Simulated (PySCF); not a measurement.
Spectra and structures to be paired. Level of theory: TDDFT CAM-B3LYP/def2-SVPD, vertical, gas phase, core orbitals frozen in the response in PySCF 2.14.0, density-fitted response routines. Geometries: PBE0-D3(BJ)/def2-SVP; one conformer of each isolated species. Triplets are in the Tamm–Dancoff approximation.

A. `CCO/C=C\[C@@H]1CC12CC2`
B. `COC[C@H](C)[SiH3]`
C. `OC[C@@]12C[C@@](C)(CC1)C=C2`
D. `CO[Si](C)(C)C`
E. `CC1(C)[C@@H]2CCC(=O)[C@H]1C2`

Lowest singlet levels (six at most, fewer where fewer were computed) with oscillator strengths:

1. 170 nm (f 0.009); 158 nm (f 0.026); 153 nm (f 0.067); 151 nm (f 0.007); 148 nm (f 0.039); 147 nm (f 0.052); T1 7.15 eV
2. 172 nm (f 0.031); 158 nm (f 0.003); 154 nm (f 0.005); 151 nm (f 0.020); 146 nm (f 0.015); 145 nm (f 0.078); T1 7.03 eV
3. 210 nm (f 0.023); 200 nm (f 0.028); 192 nm (f 0.522); 180 nm (f 0.006); 178 nm (f 0.008); 170 nm (f 0.017); T1 4.16 eV
4. 279 nm (f 0.000); 177 nm (f 0.023); 169 nm (f 0.022); 165 nm (f 0.001); 161 nm (f 0.072); 160 nm (f 0.024); T1 3.91 eV
5. 188 nm (f 0.162); 183 nm (f 0.033); 175 nm (f 0.016); 170 nm (f 0.018); 168 nm (f 0.006); 161 nm (f 0.005); T1 4.05 eV

Task: Which spectrum belongs to which structure?

Result: 1 = D, 2 = B, 3 = A, 4 = E, 5 = C.
- A: S1 at 5.89 eV, HOMO→LUMO (47%), HOMO→LUMO+1 (35%), HOMO→LUMO+5 (10%); Löwdin shares by element: HOMO carbon 57% or more, oxygen 19% (atoms not listed hold the other 24%); LUMO carbon 27% or more, hydrogen 15% or more (atoms not listed hold the other 59%); HOMO -7.30 and LUMO 1.31 eV.
- B: S1 at 7.23 eV, HOMO→LUMO (78%), HOMO→LUMO+1 (9%); Löwdin shares by element: HOMO oxygen 54%, carbon 20% or more, hydrogen 6% or more (atoms not listed hold the other 20%); LUMO carbon 29% or more, silicon 19% (atoms not listed hold the other 52%); HOMO -9.04 and LUMO 1.20 eV.
- C: S1 at 6.58 eV, HOMO→LUMO (63%), HOMO→LUMO+1 (32%); Löwdin shares by element: HOMO carbon 73% or more (atoms not listed hold the other 27%); LUMO carbon 37% or more, hydrogen 8% or more, oxygen 7% (atoms not listed hold the other 47%); HOMO -8.34 and LUMO 1.19 eV.
- D: S1 at 7.30 eV, HOMO→LUMO (88%); Löwdin shares by element: HOMO oxygen 45%, carbon 22% or more, silicon 9% (atoms not listed hold the other 24%); LUMO carbon 28% or more, silicon 17% (atoms not listed hold the other 56%); HOMO -9.03 and LUMO 1.09 eV.
- E: S1 at 4.44 eV, HOMO→LUMO (93%); S1 has the pattern of n→π* at C=O; HOMO -8.40 and LUMO 0.87 eV.
B and D have S1 within 0.07 eV of each other; their strongest listed levels stand at 8.54 eV (f 0.078) and 8.11 eV (f 0.067).
